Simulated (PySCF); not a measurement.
Compound: C₄H₁₁Si₃ (doublet state).
Geometry (GFN2-xTB, Å), atoms numbered from 1 in this order:
```xyz
18
C4H11Si3 angstrom
C      3.7425   -0.1567   -0.4884
C      2.5696   -0.3215    0.1471
C      1.4962   -0.4739    0.7334
Si    -0.1354   -0.6619    1.5469
C     -1.4902   -0.0026    0.3681
Si    -1.6318   -1.0406   -1.2188
Si    -1.2928    1.8538    0.0071
H      4.1492   -0.9356   -1.1090
H      4.2997    0.7583   -0.3900
H     -0.3646   -2.0854    1.8363
H     -0.1377    0.1076    2.7997
H     -2.4375   -0.1202    0.9050
H     -1.8725   -2.4464   -0.8730
H     -2.7612   -0.5665   -2.0265
H     -0.3993   -0.9423   -2.0019
H     -2.3997    2.3248   -0.8326
H     -1.3195    2.6136    1.2627
H     -0.0235    2.1019   -0.6777
```

The hyperfine couplings belong to this conformer and change with its torsions.

As a line formula: `[CH2]C#C[SiH2]C([SiH3])[SiH3]` [radical].

Computed with PySCF, UKS B3LYP, pcH-1 on C H Si, non-relativistic, mean-field spin-orbit, GIAO. Isolated species at its GFN2-xTB geometry (one conformer only). A GFN2-xTB geometry isn't a minimum of the functional, and hyperfine couplings can be far from their values at a DFT geometry. The SCF solution wasn't tested for stability.

Q: Match the computed a_iso(13C) values -60.4, +60.4, +44.1, +24.9 MHz with the sites C1; C2; C3; C5.

A: 
| site | a_iso (MHz) | ρ(0) (bohr⁻³) | position | distance from C1 (Å) | spin population | largest \|T\| (MHz) |
| --- | --- | --- | --- | --- | --- | --- |
| C1 | +60.4 | +0.0538 | largest spin population | 0.00 | +0.75 | 114.5 |
| C2 | -60.4 | -0.0538 | 1 bond from C3 | 1.34 | -0.28 | 23.5 |
| C3 | +44.1 | +0.0392 | a main spin site | 2.58 | +0.58 | 80.2 |
| C5 | +24.9 | +0.0221 | 2 bonds from C3 | 5.30 | +0.02 | 4.3 |

ρ(0) is the spin density at the nucleus and T the dipolar tensor; a_iso includes a spin–orbit part; entries for several nuclei are means. Largest spin populations (Mulliken): C1 (+0.75), C3 (+0.58) and C2 (-0.28). The angles at C1 add up to 360.0°, so it is planar; its axial dipolar tensor and the negative couplings of its protons fit spin in a p orbital normal to that plane. Main spin sites, with 60 % or more of the largest population: C1, C3; positions count bonds from the nearest.

Class means assume fast exchange of nuclei equivalent by connectivity; if that motion is slow, each nucleus keeps its own coupling. H8 and H9 aren't averaged: C1 is flat or nearly so (angle sum 360°), and its turn about the short C1–C2 bond (1.34 Å) is taken as slow.

On an AMD EPYC with one thread, on a shared host, this took 3.9 min wall (with the writing of density and orbital grids) and 1.1 GiB of memory at its peak.
